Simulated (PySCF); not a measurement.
C₆H₅O, SMILES Oc1cc[c]cc1, multiplicity 2. Coordinates come from a PBE0-D3(BJ)/def2-SVP optimisation. The isomer is the one that the SMILES or the coordinates give; other isomers of the formula were not compared. Other conformers were not sampled.

The numbers are results of PBE0-D3(BJ)/def2-SVP (PySCF), not measurements.

Harmonic wavenumbers (cm⁻¹): 248, 367, 412, 413, 495, 539, 612, 690, 796, 822, 824, 930, 964, 993, 1055, 1096, 1155, 1194, 1294, 1329, 1394, 1455, 1510, 1657, 1683, 3181, 3207, 3212, 3227, 3889. Rotational constants (GHz): 5.569, 2.798, 1.862; symmetry number 1.

Task: Work out the zero-point energy and the ideal-gas rigid-rotor harmonic-oscillator thermochemistry at 298.15 K and 1 atm.

Result: ZPE = ½ Σ hcν = ½ × 40642 cm⁻¹ = 58.10 kcal/mol. H − E(el) = 62.11 kcal/mol. Entropy in cal/(mol K): translation 39.51, rotation 26.81, vibration 7.91, spin 1.38, total 75.60. G − E(el) = 39.57 kcal/mol. Cp = 23.25 cal/(mol K).
